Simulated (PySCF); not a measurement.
# Nuclear quadrupole coupling in `C#CC(F)(F)/C([O-])=C\Cl`

C5H2ClF2O (charge -1).
Numbering: `[CH:1]#[C:2][C:3]([F:4])([F:5])/[C:6]([O-:7])=[CH:8]\[Cl:9]` (hydrogens: H10 on C1; H11 on C8)

Geometry (GFN2-xTB, Å), atoms numbered from 1 in this order:
```
atom  x, y, z in Å
C1     1.6053   -0.6828   -1.5869
C2     1.0764   -0.6179   -0.5134
C3     0.4430   -0.4541    0.7806
F4     1.4071   -0.3423    1.7510
F5    -0.2394   -1.6021    1.1349
C6    -0.4923    0.8124    0.7911
O7    -0.1975    1.7370    1.5793
C8    -1.5239    0.8016   -0.0873
Cl9   -1.8664   -0.5109   -1.1880
H10    2.0345   -0.7376   -2.5424
H11   -2.2414    1.5994   -0.1448
```

Field gradients from the PBE0/pcSseg-1 density (PySCF, non-relativistic), principal values in atomic units, ordered |Vxx| ≤ |Vyy| ≤ |Vzz|:

```tsv
atom	Vxx	Vyy	Vzz
O7	0.0370	1.2054	-1.2424
Cl9	-1.7426	-1.8110	3.5536
```

Q: Find the asymmetry η = (Vxx − Vyy)/Vzz and the couplings χ = eQV/h (234.96 MHz × Q in barn × V in au), with Q(17O) = −0.0256 b, Q(35Cl) = −0.0817 b.

A: 
```tsv
atom	environment	nucleus	η	χzz (MHz)	χxx (MHz)	χyy (MHz)
O7	enolate oxygen	17O	0.94	7.47	-0.22	-7.25
Cl9	vinyl chlorine	35Cl	0.02	-68.22	33.45	34.76
```

The gradient is axial or nearly so (η below 0.05) at Cl9. At O7 η is above 0.9: Vyy and Vzz are nearly equal in size and opposite in sign, so a small change could swap them and flip the sign of χzz. The tensor is traceless: Vxx + Vyy + Vzz = 0.

Q: What is Vzz at Cl9 in SI units (1 au = 9.71736 × 10²¹ V/m²)?

A: 3.5536 au = 34.531 × 10²¹ V/m².

Q: And the gradient at the other heavy atoms, for which no coupling is worked out here?

A: 
```csv
atom,environment,Vzz (au),η
C1,terminal alkyne carbon,-0.248,0.40
C2,alkyne carbon,-0.306,0.11
C3,CF2 carbon,-0.562,0.61
F4,fluorine of a CF2 group,3.024,0.09
F5,fluorine of a CF2 group,3.014,0.08
C6,vinylic carbon bearing oxygen,-0.274,0.73
C8,"carbon bonded to C, Cl and H",0.586,0.48
```

Q: What couplings would deuterons (Q(2H) = 0.00286 b) have in place of the hydrogens, at this geometry?

A: 
```tsv
atom	bonded to	bond length (Å)	Vzz (au)	η	χzz (kHz)
H10	C1	1.049	0.4029	0.01	271
H11	C8	1.075	0.3544	0.17	238
```

The structure is a single GFN2-xTB conformer in the gas phase; no vibrational or solvent corrections. The pcSseg-1 basis has no diffuse functions, a weakness for an anion. GFN2-xTB bond lengths can be off by several hundredths of an ångström, more for odd bonds, and the gradients follow them. The basis is small and wasn't made for field gradients, so the couplings can be 20 % off.
